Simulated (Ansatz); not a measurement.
Harmonic frequencies (cm⁻¹) at PBE0-D4/def2-TZVP from Ansatz: 59, 78, 142, 210, 336, 557, 682, 716, 831, 912, 924, 956, 958, 1104, 1214, 1382, 1441, 1499, 2184, 2222, 2958, 3009, 3075, 3917.

Each molecule was computed in one conformer, which needn't be the lowest.

**Question.** Which molecule is it?
A. `C[SiH]([NH])O`•
B. `C[N][SiH2]O`•
C. `CO[SiH2][NH]`•
D. `CO[SiH]N`•

**Answer.** B.
